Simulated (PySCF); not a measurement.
Sn(Me)(Cl)3 (CH₃Cl₃Sn), SMILES [CH3][Sn]([Cl])([Cl])[Cl]. Heavy atoms are numbered as in [CH3:1][Sn:2]([Cl:3])([Cl:4])[Cl:5]. Hydrogens are named by the atom that carries them.

Coordinates come from a B3LYP-D3(BJ)/def2-SVP optimisation. The isomer is the one that the SMILES or the coordinates give; other isomers of the formula were not compared. The def2 effective core potentials stand for the cores of Sn; spin–orbit coupling is left out.

All values below come from r2SCAN/def2-TZVP run with PySCF.

ESP charges are fitted to the potential on shells at 1.4 to 2.0 van der Waals radii. Atomic charges (e), one atom of each kind:

```csv
atom,ESP fit,Löwdin
C1 (CH3),[?],-0.48
Sn2,[?],-0.05
Cl3,[?],0.04
H on C1,[?],0.14
```

Some entries are withheld; supply them. (Estimate from the structure and the level; the computed values follow.)


- C1 (CH3), ESP fit: -0.44
- Sn2, ESP fit: 0.40
- Cl3, ESP fit: -0.16
- H on C1, ESP fit: 0.17
